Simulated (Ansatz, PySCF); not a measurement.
This Ansatz (a first-principles code) input computes a r2SCAN/def2-TZVPD energy:

Ansatz 0.2 input:
```yaml
crystal:
  periodic: [false, false, false]
  atoms:
    - {symbol: O, position_ang: [1.45095573, -0.26773759, 0.00950262]}
    - {symbol: Si, position_ang: [0.00068057, 0.30200535, 0.00469886]}
    - {symbol: O, position_ang: [-1.45214674, -0.26077178, -0.01772562]}
basis:
  gaussian:
    orbitals: def2-TZVPD
hamiltonian:
  xc: {name: r2SCAN}
total_charge: -1
magnetization: {spin_polarized: true, initial_magnetization: 1}
output: {forces: true}
```

Question: Write an input for the same energy in PySCF and say what it gives.

Answer: 
```python
from pyscf import gto, scf, dft

mol = gto.M(
    atom='''
    O     1.45095573   -0.26773759    0.00950262
    Si    0.00068057    0.30200535    0.00469886
    O    -1.45214674   -0.26077178   -0.01772562
    ''',
    basis='def2-tzvpd',
    charge=-1,
    spin=1,
    verbose=4,
)

mf = dft.UKS(mol, xc='r2scan').density_fit(auxbasis='def2-universal-jkfit')
mf.grids.level = 4
mf.conv_tol = 1e-9
mf.max_cycle = 100
mf.max_memory = 1500
mf.kernel()
if not mf.converged:
    mf = mf.newton()
    mf.kernel(mf.make_rdm1())
for _ in range(2):
    mo, _, stable, _ = mf.stability(return_status=True)
    if stable:
        break
    mf.kernel(mf.make_rdm1(mo, mf.mo_occ))
mf.analyze()
```
It gives -440.00963 Eh, and Ansatz -440.00957 Eh, a difference of 0.06 mEh, from the treatment of integrals and grids.
